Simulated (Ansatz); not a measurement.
Input file for Ansatz (a first-principles code): R-CCSD(T)/cc-pVTZ on ammonia borane (SMILES [BH3-][NH3+]), atoms moved off the minimum.

Ansatz 0.2 input:
```yaml
crystal:
  periodic: [false, false, false]
  atoms:
    - {symbol: B, position_ang: [-0.89433460, 0.12885353, 0.00441239]}
    - {symbol: N, position_ang: [0.73084082, -0.10727807, -0.00275692]}
    - {symbol: H, position_ang: [-1.31456908, -0.63921865, -0.88197967]}
    - {symbol: H, position_ang: [-1.05264438, 1.33163087, -0.31525253]}
    - {symbol: H, position_ang: [-1.28626868, -0.14193032, 1.08261356]}
    - {symbol: H, position_ang: [0.94274585, -1.13640317, 0.19937343]}
    - {symbol: H, position_ang: [1.17489642, 0.49492118, 0.70278109]}
    - {symbol: H, position_ang: [1.14032972, 0.10272546, -0.89416511]}
basis:
  gaussian:
    orbitals: cc-pVTZ
magnetization: {spin_polarized: false}
correlation: {method: ccsd_t, electrons: outside_noble_gas}
scf: {lower_state_search: off}
output: {forces: true}
```

The head of its log:

```
WARN ansatz: RAYON_NUM_THREADS=1 ignored (pool sized by the plan → 1); use --threads N
Functional definition: HF
these checks for a lower state are left out or cut short: starts, cluster_reference, orbital_swaps, neighbouring_geometries, increment
integrals: 0.31 GiB planned
805 factors; integrals over basis functions are off by at most 1.0e-3 eV
mean field: 0.26 GiB planned
mean field evaluation 1: about -2247.0477 eV, gradient 2.6e1 eV
mean field evaluation 2: about -2247.0506 eV, gradient 2.6e1 eV
mean field evaluation 4: about -2248.9095 eV, gradient 2.8e0 eV
mean field evaluation 8: about -2248.9340 eV, gradient 9.1e-5 eV
mean field -2248.93401309 eV, -82.6468005988 hartree, gradient 1.3e-6 eV, S^2 0.000000; 0 other end points of the search recorded, 0 dependent functions left out
2 core orbitals not correlated
reference -2248.93401309 eV, -82.6468005988 hartree; 7, 7 occupied and 135, 135 virtual orbitals, 805 factors
densities: 1.46 GiB planned
```

Q: Predict the final total energy.

A: -83.0591 hartree (reference determinant -82.6468, T1 diagnostic 0.008).
